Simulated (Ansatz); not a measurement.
A nudged elastic band was laid between two geometries of BClH2S2 (6 atoms, charge 0, multiplicity 1).

The calculation used RKS PBE-D4/def2-SVP in Ansatz.

```yaml
movable_images: 9
climbing_image: yes
spring: 5.0 eV/Å²
optimiser: quadratic models (default)
start_path: through a guess of the saddle point
force_threshold: 0.05 eV/Å
iteration_limit: 60
end_points: relaxed
```

First end point:

```xyz
6
Properties=species:S:1:pos:R:3
S -0.171 1.339 -0.601
B -0.131 -0.366 0.007
S 1.132 -0.919 1.179
Cl -1.317 -1.576 -0.510
H -1.260 1.185 -1.405
H 1.789 0.272 1.283
```

Last end point:

```xyz
6
Properties=species:S:1:pos:R:3
S -0.889 0.909 -1.018
B -0.354 -0.559 -0.103
S 1.042 -0.720 1.039
Cl -1.319 -2.023 -0.356
H 0.068 1.766 -0.565
H 1.494 0.563 0.957
```

(1) What changes between the two ends?

(2) Give the energies along the band, and the barrier.

(3) What is the geometry of the highest image?

(4) What are the harmonic wavenumbers there?

Results:

(1) No bond is made or broken. The dihedral H5–S1–B2–Cl4 goes from 0 to -180°.

(2) The run converged. The highest image is number 5 of 0 to 10, 0.42 eV above the first end and 0.37 eV above the last; the last end lies 0.05 eV above the first. A vibrational analysis at the climbing image gives one clearly imaginary mode, 372i cm⁻¹: a first-order saddle point.

```
image  path coordinate (Å)  energy (eV)  dihedral H5–S1–B2–Cl4 (°)
    0                 0.00         0.00                          0
    1                 0.31         0.03                         17
    2                 0.62         0.13                         36
    3                 0.93         0.26                         55
    4                 1.24         0.37                         75
    5                 1.55         0.42                         94
    6                 1.85         0.37                        112
    7                 2.15         0.27                        131
    8                 2.45         0.15                        150
    9                 2.75         0.07                        167
   10                 3.05         0.05                       -180
```

(3) 
```xyz
6
Properties=species:S:1:pos:R:3
S -0.098 0.982 -1.255
B -0.116 -0.532 -0.175
S 0.926 -0.706 1.284
Cl -1.134 -1.922 -0.569
H -1.053 1.596 -0.501
H 1.517 0.517 1.170
```

(4) 372i, 220, 231, 366, 434, 443, 729, 742, 941, 950, 2616, 2617 cm⁻¹.

The run took 4.6 min on 1 CPU thread of a shared host.
